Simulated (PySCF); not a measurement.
oxasilolan-5-one (C3H6O2Si), SMILES O=C1CC[SiH2]O1. Atoms are numbered in the order given.

```xyz
12

O     -2.1132     1.0311    -0.1338
C     -1.0676     0.4524    -0.0970
C     -0.8948    -1.0661     0.0579
C      0.5370    -1.4208     0.5086
Si     1.5076     0.0969    -0.0674
O      0.1301     1.0946    -0.2311
H     -1.1131    -1.4961    -0.9351
H     -1.6805    -1.4336     0.7333
H      0.5954    -1.4930     1.6069
H      0.8878    -2.3788     0.0993
H      2.1832    -0.0466    -1.3842
H      2.4368     0.6922     0.9249
```

Geometry optimised at B3LYP-D3(BJ)/def2-SVP. One conformer was computed; it need not be the lowest.

Two levels are set side by side: PBE/pcSseg-1 (PySCF) and PBE0/pcSseg-1 (PySCF). GIAO shifts against H2O (¹⁷O), TMS (²⁹Si), TMS (¹H), TMS (¹³C) at the same level; non-relativistic, no solvent, atoms listed together averaged. Differences are taken from unrounded values.

| quantity | PBE0 | PBE | PBE minus PBE0 |
|---|---|---|---|
| δ(¹⁷O) of O1 (ppm) | 462.2 | 455.4 | -6.8 |
| δ(¹³C) of C2 (ppm) | 178.5 | 175.6 | -2.8 |
| δ(¹³C) of C3 (ppm) | 31.9 | 32.4 | 0.5 |
| δ(¹³C) of C4 (ppm) | 7.9 | 9.1 | 1.2 |
| δ(²⁹Si) of Si5 (ppm) | 6.1 | 5.8 | -0.3 |
| δ(¹⁷O) of O6 (ppm) | 214.6 | 227.7 | 13.1 |
| δ(¹H) of H11, H12 (ppm) | 5.36 | 5.52 | 0.17 |

Rough cost on one machine, each run with all the roots and properties that it gave: PBE0 against PBE within a factor of 2.
